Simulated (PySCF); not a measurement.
Calcium: a sound run and one with changed settings

Sound run: Ca [Ar] 4s2, Ca+ [Ar] 4s1. All numbers are calculated (PySCF 2.14, no relativity, point nucleus, in def2-SVP (5s3p2d, 24 functions)). In the sound run the correlated levels freeze [Ar]. The sound run starts from symmetry-adapted Hartree-Fock orbitals and uses a fine grid where one is needed.

A second run was set up differently.

```tsv
species	method	sound run (hartree)	changed run (hartree)	converged
Ca	UHF	-676.66070	-676.66070	yes
Ca	MN15	-677.40675	-677.40675	yes
Ca	TPSS	-677.48346	-677.48346	yes
Ca	MP2	-676.67797	-676.67353	yes
Ca	CCSD(T)	-676.68762	-676.68762	yes
Ca+	UHF	-676.47206	-676.47206	yes
Ca+	MN15	-677.17508	-677.17508	yes
Ca+	TPSS	-677.26159	-677.26159	yes
```

Ionisation energy of Ca:

```tsv
method	sound run (eV)	changed run (eV)
UHF	5.133	5.133
MN15	6.304	6.304
TPSS	6.038	6.038
MP2	5.603	5.482
SCS-MP2	5.697	5.552
CCSD	5.866	5.866
CCSD(T)	5.866	5.866
CCSDT	5.866	5.866
FCI	5.866	5.866
```

(1) What was changed?
A. level shift left on
B. all electrons correlated in a valence basis
C. basis contracted for another Hamiltonian
D. angular grid far too coarse

## Answers

(1) A. It used initial guess minao, at most 50 SCF cycles, level shift 0.1 hartree. A level shift leaves the converged SCF energy unchanged but raises the virtual orbital energies, which shrinks MP2 if it is not removed.
